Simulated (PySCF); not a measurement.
Gas-phase reaction: 4 Sb(CH3)3 → 4 SbH3 + 3 C3H4 (propyne) + 3 CH4

Energies from PySCF (xtb for GFN2), thermal terms from the rigid-rotor harmonic-oscillator model, ideal gas at 1 bar. † marks an energy on the PBE0/def2-TZVP geometry and frequencies; other levels use their own. MP2 and CCSD(T) freeze the core. All species are closed-shell singlets. B3LYP is the form with VWN-RPA correlation. Sb: scalar-relativistic def2 core potential, no spin-orbit coupling. MP2 isn't extrapolated to the basis-set limit; its ΔH°(298 K) is 690.5 kJ in def2-SVP and 855.3 kJ in def2-TZVPP. CCSD(T) isn't extrapolated to the basis-set limit. The harmonic model lacks anharmonicity and excited electronic states, which grow with temperature; levels with a mode under 35 cm⁻¹ are left out. Soft modes under 120 cm⁻¹ make the harmonic entropy rough for Sb(CH3)3.

```tsv
level	ΔE electronic, kJ	ΔH°(298 K), kJ	ΔS°(298 K), J/K	ΔG°(1400 K), kJ
B3LYP/def2-TZVP†	772	643	799	-420
CCSD(T)/def2-SVP†	754	625	799	-439
GFN2-xTB	716	570	782	-481
HF/def2-TZVP†	696	567	799	-496
M06-2X/def2-TZVP†	953	824	799	-240
MP2/def2-SVP†	819	690	799	-373
MP2/def2-TZVPP†	984	855	799	-208
PBE0/def2-TZVP	928	799	799	-265
ωB97M-V/def2-TZVP†	906	777	799	-287
ωB97X-V/def2-TZVP†	941	812	799	-252
```
ΔH° is lowest at HF/def2-TZVP† and highest at MP2/def2-TZVPP†. No reference value is set beside these.
